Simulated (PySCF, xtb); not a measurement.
C4H4BrCl, SMILES ClCC=C=CBr.

GFN2-xTB (xtb) at its own geometry gives an orbital gap of 3.79 eV and a dipole moment of 1.53 D.

Geometry: PBE0-D3(BJ)/def2-SVP. The structure was generated by enumeration; whether it is a known compound was not checked. Other conformers were not sampled.

Q: What does ωB97X/def2-TZVP in PySCF give? (An estimate is asked for; the answer gives what the named calculation found.)

A: gap 10.56 eV (levels -9.75 and 0.82 eV), dipole 0.42 D.
